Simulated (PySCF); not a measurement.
## Fe(7+): fine-structure interval

Fe(7+) [Ar] 3d1 [3d3/2^1, M_J = 3/2] → Fe(7+) [Ar] 3d1 [3d5/2^1, M_J = 5/2], as a difference of total energies. Calculation: PySCF 2.14, in an uncontracted even-tempered set (17 s from 0.34 bohr⁻², ratio 2.8; 12 p from 0.45 bohr⁻², ratio 2.8; 8 d from 0.45 bohr⁻², ratio 2.8; 4 f from 1.3 bohr⁻², ratio 3); the two-component X2C-1e Hamiltonian. Correlated levels: [Ne] frozen; the 70 highest virtual spinors dropped. "Screened" scales the spin-orbit matrix elements by Boettger's factors to mimic the two-electron term; Breit and QED terms are absent.

| method | fine-structure interval (cm⁻¹) |
| --- | --- |
| GHF (screened spin-orbit) | 2061.7 |
| GMP2 (screened spin-orbit) | 1765.2 |
| GHF (bare spin-orbit) | 3258.6 |
